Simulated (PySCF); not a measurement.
Cost of one run: shielding job, `C=C(OCC)B(Cl)Cl`.

Method: GIAO PBE0/pcSseg-1 NMR shielding, non-relativistic, gas phase (PySCF 2.14.0, density-fitted response routines). Geometry: GFN2-xTB. Work: shieldings, charges and field gradients, density and orbital grids written, density fitting. The input is one job of a driver script: a line of settings, then coordinates in Å.

Command:
```bash
OMP_NUM_THREADS=1 python probes_run.py task.json out
```

Input:
```
{"job": {"kind": "nmr", "xc": "PBE0", "basis": "pcSseg-1"}, "charge": 0, "multiplicity": 1}
C      1.584489    -1.148450    -0.350684
C      1.192048     0.047294     0.114959
O     -0.103177     0.466809     0.183122
C     -1.127639    -0.403326    -0.262992
C     -2.454175     0.312924    -0.070464
B      2.212915     1.119372     0.645160
Cl     1.658071     2.628134     1.226296
Cl     3.896779     0.789309     0.647539
H      0.909658    -1.899635    -0.719223
H      2.630044    -1.392355    -0.365944
H     -1.104780    -1.334773     0.319332
H     -0.972364    -0.648599    -1.322581
H     -2.462101     1.236351    -0.642602
H     -3.270459    -0.321867    -0.402711
H     -2.593724     0.556802     0.978879
```

Hardware: one thread, Arm Neoverse N1 (aarch64), on a shared host. PySCF's memory limit was set to 1040 MB.

The basis has 185 functions.

Question: Which is nearest to the wall time?
A. 63 s
B. 7.8 s
C. 1.0 s

Answer: A. The run took 63 s. The SCF took 14 cycles.

Q: How much memory does it need at the peak?

A: About 0.82 GiB. Peak memory is the resident size of the whole Python process, interpreter and libraries included.

The SCF part of the output:
```
coarse grid: 14104 points
cycle   1  E = -1176.3781777907  dE =  1.066e+00  |g| = 5.519e-01  |ddm| = 3.432e+00
cycle   2  E = -1176.3337412381  dE =  4.444e-02  |g| = 7.487e-01  |ddm| = 9.743e-01
cycle   3  E = -1176.4417215883  dE = -1.080e-01  |g| = 1.079e-01  |ddm| = 5.883e-01
cycle   4  E = -1176.4436368990  dE = -1.915e-03  |g| = 4.370e-02  |ddm| = 9.693e-02
cycle   5  E = -1176.4440075979  dE = -3.707e-04  |g| = 1.854e-02  |ddm| = 4.713e-02
cycle   6  E = -1176.4440950812  dE = -8.748e-05  |g| = 3.786e-03  |ddm| = 1.841e-02
cycle   7  E = -1176.4440984277  dE = -3.346e-06  |g| = 8.606e-04  |ddm| = 3.392e-03
final grid: 128344 points
cycle   8  E = -1176.4983785439  dE = -4.384e-05  |g| = 1.186e-02  |ddm| = 2.812e-02
cycle   9  E = -1176.4983468443  dE =  3.170e-05  |g| = 1.761e-02  |ddm| = 1.721e-02
cycle  10  E = -1176.4984043779  dE = -5.753e-05  |g| = 2.613e-03  |ddm| = 1.180e-02
cycle  11  E = -1176.4984058989  dE = -1.521e-06  |g| = 5.879e-04  |ddm| = 2.761e-03
cycle  12  E = -1176.4984059751  dE = -7.619e-08  |g| = 1.821e-04  |ddm| = 5.577e-04
cycle  13  E = -1176.4984059830  dE = -7.924e-09  |g| = 3.888e-05  |ddm| = 1.557e-04
cycle  14  E = -1176.4984059834  dE = -3.606e-10  |g| = 8.352e-06  |ddm| = 3.908e-05
converged SCF energy = -1176.4984059834
```

On the final grid dE counts from the start density on that grid.

The host was shared with other jobs, so the times are rough.
